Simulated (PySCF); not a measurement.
C4H3F2S (doublet state).
SMILES with atom numbers: `[F:1][C:2]1[CH:3]=[CH:4][S:5][C@@H:6]1[F:7]` (hydrogens: H8 on C3; H9 on C4; H10 on C6)

Geometry (GFN2-xTB, Å), atoms numbered from 1 in this order:
```xyz
10
C4H3F2S angstrom
F     -1.2651   -1.8577    0.0650
C     -0.4815   -0.7703    0.0296
C      0.8678   -0.7614    0.2462
C      1.4418    0.4871    0.0891
S      0.3110    1.7123   -0.3648
C     -1.1069    0.5501   -0.2810
F     -1.9857    0.9564    0.6972
H      1.4291   -1.6411    0.5054
H      2.4712    0.7501    0.2121
H     -1.6729    0.5793   -1.2212
```

The calculation used UKS B3LYP, pcH-1 on C F H S, non-relativistic, mean-field spin-orbit, GIAO (PySCF 2.14.0). Geometry: GFN2-xTB; no solvent, vibrations or thermal averaging. Couplings are sensitive to structure, and on GFN2-xTB geometries they can be far from those on DFT ones. No stability test was run, so a lower SCF solution isn't excluded.

Break the g tensor into its mass correction, gauge correction and orbital-Zeeman/spin–orbit terms.

```csv
Δg (ppm),1,2,3
relativistic mass correction,-201,-201,-201
gauge correction,17,58,64
orbital Zeeman/spin–orbit,-780,1432,3979
total,-964,1289,3842
```

So g = 2.00135, 2.00361, 2.00616 and g_iso = 2.00371; the tensor is rhombic: the two nearest values differ by 47 % of g3 − g1. Axes: g2 points within 10° of the C2–C6 bond and g3 points within 12° of the C4–H9 bond.

What effective moment and Curie constant follow for a powder?

With the mean of g² = 4.0148 and S(S+1) = 0.75: μ_eff = √(⟨g²⟩S(S+1)) = 1.735 μB and χT = 0.12505·⟨g²⟩·S(S+1) = 0.377 cm³ K/mol (cgs; spin-Hamiltonian part alone).

What are the electron Larmor frequencies g μB B/h along the three axes at 350 mT?

9.8040, 9.8150, 9.8276 GHz for g1, g2 and g3, a range of 23.5 MHz.

In a frozen sample, at which fields do the three g values resonate at 9.5, 34, 94 and 263 GHz (hyperfine left aside), and which band first spreads them over more than twice a line width of 0.5 mT?

```tsv
band	GHz	B(g3) mT	B(g2) mT	B(g1) mT	spread mT
X	9.5	338.33	338.77	339.15	0.81
Q	34.0	1210.88	1212.42	1213.79	2.91
W	94.0	3347.73	3352.00	3355.77	8.04
J	263.0	9366.52	9378.46	9389.02	22.49
```

The spread grows in proportion to the frequency. Q band is the first where it exceeds 1.0 mT.

The Mulliken spin populations are largest on C4 (+0.57), C2 (+0.49), C3 (-0.22) and S5 (+0.08). The angles at C4 add up to 360.0°, so it is planar; its axial dipolar tensor and the negative coupling of its proton fit spin in a p orbital normal to that plane.

The HOMO–LUMO gaps are 5.16 eV among the α and 4.52 eV among the β orbitals.
